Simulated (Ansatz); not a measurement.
A first, cheap relaxation of `O[SiH2][CH2][GeH3]`.

```yaml
crystal:
  periodic: [false, false, false]
  atoms:
    - {symbol: O, position_ang: [-2.713600, 0.285000, 0.538000]}
    - {symbol: Si, position_ang: [-0.986000, 0.362500, 0.746500]}
    - {symbol: C, position_ang: [-0.142000, -0.402500, -0.772800]}
    - {symbol: Ge, position_ang: [1.797300, -0.248800, -0.561100]}
    - {symbol: H, position_ang: [-3.011000, 0.693300, 1.382100]}
    - {symbol: H, position_ang: [-0.566700, 1.776000, 0.880800]}
    - {symbol: H, position_ang: [-0.544700, -0.406900, 1.934200]}
    - {symbol: H, position_ang: [-0.487100, -1.428900, -0.867100]}
    - {symbol: H, position_ang: [-0.475800, 0.184300, -1.696100]}
    - {symbol: H, position_ang: [2.245100, -1.105700, 0.668600]}
    - {symbol: H, position_ang: [2.490600, -0.867100, -1.870700]}
    - {symbol: H, position_ang: [2.211800, 1.213600, -0.443100]}
basis:
  gaussian: {orbitals: def2-SVP}
hamiltonian: {xc: pbe, dispersion: d4}
relax: {f_tol: 0.03, max_steps: 200}
```

```sh
$ ansatz run in.yaml --threads 4 --pin off --events-out ev --progress --plain --max-ram 10444MiB
```

It prints (some lines left out):

```
Functional definition: PBE
mean field -67582.27378557 eV, -2483.6027527092 hartree, gradient 4.6e-5 eV, S^2 0.000000; 0 other end points of the search recorded, 0 dependent functions left out
relax step   1: F+E_penalty+E_count = -67582.51914337 eV  Δ(F+E_penalty+E_count) = +0.000e0 eV  max|allowed force component| = 1.674e0 eV/Å  Δτ_max = 0.0000 Å  (27 SCF iters, accepted)
mean field -67582.42101098 eV, -2483.6081631433 hartree, gradient 2.0e-5 eV, S^2 0.000000; 0 other end points of the search recorded, 0 dependent functions left out
relax step   2: F+E_penalty+E_count = -67582.66413943 eV  Δ(F+E_penalty+E_count) = -1.450e-1 eV  max|allowed force component| = 8.793e-1 eV/Å  Δτ_max = 0.0883 Å  (27 SCF iters, accepted)
mean field -67582.43256456 eV, -2483.6085877297 hartree, gradient 6.8e-6 eV, S^2 0.000000; 0 other end points of the search recorded, 0 dependent functions left out
relax step   3: F+E_penalty+E_count = -67582.67530419 eV  Δ(F+E_penalty+E_count) = -1.116e-2 eV  max|allowed force component| = 1.316e0 eV/Å  Δτ_max = 0.1150 Å  (28 SCF iters, accepted)
mean field -67582.47684620 eV, -2483.6102150497 hartree, gradient 1.5e-5 eV, S^2 0.000000; 0 other end points of the search recorded, 0 dependent functions left out
relax step   4: F+E_penalty+E_count = -67582.72138124 eV  Δ(F+E_penalty+E_count) = -4.608e-2 eV  max|allowed force component| = 2.337e-1 eV/Å  Δτ_max = 0.0528 Å  (29 SCF iters, accepted)
mean field -67582.48008813 eV, -2483.6103341885 hartree, gradient 1.6e-5 eV, S^2 0.000000; 0 other end points of the search recorded, 0 dependent functions left out
relax step   5: F+E_penalty+E_count = -67582.72397887 eV  Δ(F+E_penalty+E_count) = -2.598e-3 eV  max|allowed force component| = 1.565e-1 eV/Å  Δτ_max = 0.0629 Å  (29 SCF iters, accepted)
mean field -67582.48453004 eV, -2483.6104974258 hartree, gradient 1.5e-5 eV, S^2 0.000000; 0 other end points of the search recorded, 0 dependent functions left out
relax step   6: F+E_penalty+E_count = -67582.72828175 eV  Δ(F+E_penalty+E_count) = -4.303e-3 eV  max|allowed force component| = 3.228e-2 eV/Å  Δτ_max = 0.0209 Å  (29 SCF iters, accepted)
mean field -67582.48478608 eV, -2483.6105068351 hartree, gradient 1.5e-5 eV, S^2 0.000000; 0 other end points of the search recorded, 0 dependent functions left out
relax step   7: F+E_penalty+E_count = -67582.72848484 eV  Δ(F+E_penalty+E_count) = -2.031e-4 eV  max|allowed force component| = 5.208e-3 eV/Å  Δτ_max = 0.0071 Å  (30 SCF iters, accepted)
mean field -67582.48478608 eV, -2483.6105068351 hartree, gradient 1.5e-5 eV, S^2 0.000000; 1 other end points of the search recorded, 0 dependent functions left out
Total energy: -67582.72852617 eV, -2483.6194641180 hartree
Atom 0 at    -2.656908     0.258136     0.527199 Å, force     0.005014    -0.002604    -0.004865 eV/Å
Atom 1 at    -0.996316     0.390313     0.790143 Å, force    -0.004761    -0.000929    -0.003183 eV/Å
Atom 2 at    -0.144000    -0.340535    -0.709651 Å, force    -0.000697     0.000690     0.001862 eV/Å
Atom 3 at     1.828642    -0.295361    -0.627369 Å, force     0.001246    -0.000832    -0.001605 eV/Å
Atom 4 at    -3.218737     0.608431     1.239881 Å, force     0.002667    -0.000019     0.000872 eV/Å
Atom 5 at    -0.582063     1.833085     0.962598 Å, force     0.000100     0.000030    -0.000936 eV/Å
Atom 6 at    -0.576720    -0.358162     2.033801 Å, force     0.000009    -0.000882    -0.000738 eV/Å
Atom 7 at    -0.458148    -1.398155    -0.835799 Å, force    -0.002354     0.003779     0.003743 eV/Å
Atom 8 at    -0.462276     0.209066    -1.620586 Å, force    -0.002067     0.001077     0.005208 eV/Å
Atom 9 at     2.333989    -1.108591     0.594037 Å, force    -0.000002     0.000344    -0.000316 eV/Å
Atom 10 at     2.423134    -0.911643    -1.921730 Å, force     0.000542    -0.000022     0.000380 eV/Å
Atom 11 at     2.327304     1.168217    -0.493223 Å, force     0.000303    -0.000632    -0.000420 eV/Å
Dipole moment:    -0.141283     0.048376     0.097583 e Å
```

It took 11 s on 4 threads of an AMD EPYC 7B13 on a shared host, with 0.19 GiB of host memory at the peak.
